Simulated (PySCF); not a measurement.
B(OH)(OMe)(NH2) (CH6BNO2), SMILES O(B(N)O)C. The structure is a stationary point at PBE-D3(BJ)/def2-SVP. The values are those of a single conformer.

Calculation: PBE-D3(BJ)/def2-SVP in PySCF.

Harmonic wavenumbers (cm⁻¹): 115, 128, 239, 249, 329, 398, 476, 487, 625, 798, 842, 965, 1126, 1137, 1180, 1361, 1395, 1422, 1429, 1465, 1550, 2899, 2960, 3038, 3544, 3641, 3792. Rotational constants (GHz): 8.779, 3.967, 2.782; symmetry number 1.

### Question
Work out the zero-point energy and the ideal-gas rigid-rotor harmonic-oscillator thermochemistry at 298.15 K and 1 atm.

### Answer
ZPE = ½ Σ hcν = ½ × 37590 cm⁻¹ = 53.74 kcal/mol. H − E(el) = 58.61 kcal/mol. Entropy in cal/(mol K): translation 38.86, rotation 25.61, vibration 14.50, total 78.96. G − E(el) = 35.07 kcal/mol. Cp = 24.96 cal/(mol K). Modes under 150 cm⁻¹ make the vibrational entropy uncertain.
